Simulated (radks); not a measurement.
Question: The mean radii <r> (bohr) of the occupied orbitals of an atom or ion are listed with their occupations. All-electron calculation, non-relativistic Kohn-Sham, LDA (Slater exchange, Perdew-Wang correlation), spin-polarised, spherical densities, point nucleus. Program: a radial shooting solver on a logarithmic mesh with Libxc functionals.

| orbital | occ. | <r> |
|---|---|---|
| 1s up | 1 | 0.05924 |
| 1s down | 1 | 0.05923 |
| 2s up | 1 | 0.2699 |
| 2s down | 1 | 0.2692 |
| 2p up | 3 | 0.2360 |
| 2p down | 3 | 0.2355 |
| 3s up | 1 | 0.7419 |
| 3s down | 1 | 0.7486 |
| 3p up | 3 | 0.7444 |
| 3d up | 2 | 0.7215 |

Name the element and its charge. Open shells, if any, are filled with parallel spins first.

Answer: Z = 26, iron, charge +9: Fe9+ in [Ne] 3s2 3p3 3d2. The 1s radius gives Z: for a bare nucleus <r> = 1.5/Z, 0.05769 bohr for Z = 26, and screening makes it slightly larger (0.05924 here). The occupations add up to 17, and the charge is Z minus that.
